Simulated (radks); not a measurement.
Tm43+, 26 electrons, occupied as [Ar] 3d8 (the NIST ground configuration).

Method: scalar-relativistic Kohn-Sham, r2SCAN, spin-polarised, spherical densities, finite nucleus; open shells are filled with parallel spins first (spin-orbit coupling, left out, can overturn this in heavy ions); meta-GGA in the generalised Kohn-Sham scheme; Fermi nuclear charge, rms radius 5.2256 fm; computed with a radial shooting solver on a logarithmic mesh with Libxc functionals.

Energy parts (eV):
| part | energy |
|---|---|
| total | -332885.30 |
| kinetic | 364474.08 |
| electron-nucleus | -752893.07 |
| Hartree | 61123.47 |
| exchange-correlation | -5589.78 |

Orbitals (lengths in bohr, moments of r in powers of bohr):
1s up: occ. 1; eigenvalue (eV) -61586.94; <1/r> 79.08
1s down: occ. 1; eigenvalue (eV) -61586.93; <1/r> 79.08
2s up: occ. 1; eigenvalue (eV) -12220.17; <1/r> 18.50
2s down: occ. 1; eigenvalue (eV) -12208.93; <1/r> 18.51
2p up: occ. 3; eigenvalue (eV) -11049.51; <1/r> 17.01
2p down: occ. 3; eigenvalue (eV) -11040.87; <1/r> 17.03
3s up: occ. 1; eigenvalue (eV) -4280.287; <1/r> 7.057
3s down: occ. 1; eigenvalue (eV) -4269.424; <1/r> 7.043
3p up: occ. 3; eigenvalue (eV) -3922.502; <1/r> 6.603
3p down: occ. 3; eigenvalue (eV) -3911.093; <1/r> 6.589
3d up: occ. 5; eigenvalue (eV) -3509.010; <1/r> 6.260
3d down: occ. 3; eigenvalue (eV) -3494.158; <1/r> 6.251

The highest occupied level is 3d down at -3494.2 eV. For comparison, the ionisation energy in NIST's Atomic Spectra Database is 3528 eV (theoretical). In exact Kohn-Sham theory the highest level is minus the ionisation energy, but local and semilocal functionals leave it too shallow, through self-interaction and a potential that decays too fast; potentials with the right tail come closer. Spin moment in Bohr magnetons: 2.
